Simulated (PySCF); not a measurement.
**Ionisation energy of Mn²⁺ by level of theory**

Mn²⁺ [Ar] 3d5 (6S) → Mn³⁺ [Ar] 3d4 (5D), as a difference of total energies. Computed with PySCF 2.14 in x2c-TZVPPall, with the spin-free X2C one-electron Hamiltonian (Gaussian nucleus). Correlated levels: valence and next inner shell: [Ne] frozen. The calculations carry no spin-orbit coupling.

```csv
method,ionisation energy (eV),plus first-order spin-orbit estimate,error of that sum (eV)
UHF,32.356,32.286,-1.382
MP2 (valence and next inner shell),33.792,33.722,+0.054
SCS-MP2 (valence and next inner shell),33.262,33.192,-0.476
CCSD (valence and next inner shell),33.482,33.413,-0.255
CCSD(T) (valence and next inner shell),33.515,33.445,-0.223
```

Reference: 33.668 ± 0.012 eV (measured; NIST Atomic Spectra Database, ionization energies).

A first-order spin-orbit estimate (lowest level to lowest level, LS coupling) adds -0.070 eV.

Errors of the correlated levels include the incompleteness of this basis and the frozen core.
